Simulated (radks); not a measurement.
The numbers below are computed, except where a source is named.
Bi XIX, configuration [Kr] 4d10 4f14 5s2 5p3. Code: a radial shooting solver on a logarithmic mesh with Libxc functionals. Model: scalar-relativistic Kohn-Sham, PBE, spin-unpolarised, spherical densities, finite nucleus; Fermi nuclear charge, rms radius 5.5211 fm.

Radial electron density D(r) = 4 pi r^2 rho(r):

r (bohr),D(r) (e/bohr)
0.001063,14.31
0.001227,17.52
0.001406,21.11
0.001624,25.60
0.00186,30.55
0.002148,36.61
0.002461,43.12
0.002842,50.86
0.003256,58.90
0.003761,68.05
0.004309,77.06
0.004976,86.67
0.005701,95.36
0.006584,103.6
0.007543,109.9
0.008711,114.5
0.009981,116.4
0.01153,115.7
0.01321,112.9
0.01525,108.7
0.01747,104.8
0.02018,102.9
0.02312,104.9
0.0267,112.1
0.03059,123.5
0.03533,137.9
0.04047,150.2
0.04674,157.4
0.05355,155.7
0.06185,145.7
0.07085,133.0
0.08183,123.7
0.09375,124.2
0.1083,134.2
0.124,145.1
0.1433,147.1
0.1641,134.5
0.1895,110.8
0.2172,91.12
0.2508,84.20
0.2873,90.20
0.3318,98.15
0.3802,95.91
0.4391,80.42
0.503,59.60
0.5809,39.63
0.6656,26.47
0.7686,17.54
0.8806,11.47
1.017,6.373
1.165,2.983
1.346,1.016
1.542,0.2714
1.78,0.04616
2.04,0.005803
2.356,0.0003989

D(r) has 4 maxima, at r = 0.0104, 0.0486, 0.137, 0.348 bohr, and minima at 0.0203, 0.0872, 0.249 bohr, inside which lie 1.88, 10.99, 30.28 electrons.
